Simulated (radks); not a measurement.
Task: These are the eigenvalues of the occupied orbitals of an atom or ion with whole-number occupations (hartree). Calculated with a radial shooting solver on a logarithmic mesh with Libxc functionals: scalar-relativistic Kohn-Sham, LDA (Slater exchange, VWN5 correlation), spin-polarised, spherical densities, finite nucleus; Fermi nuclear charge, rms radius of each element as measured or else 0.836 A^(1/3) + 0.57 fm.

1s: -446.8201
2s: -103.4482

Which element is it, and in what charge state? The configuration may be excited. Open shells, if any, are filled with parallel spins first.

Result: Z = 31, gallium, charge +27: Ga27+ in [He] 2s2. The 1s level, -446.82 hartree, gives Z - s = 29.9 by -(Z - s)^2/2, which with screening and relativity narrows Z to a few neighbours, and with so few levels the electron count can be read from the list.
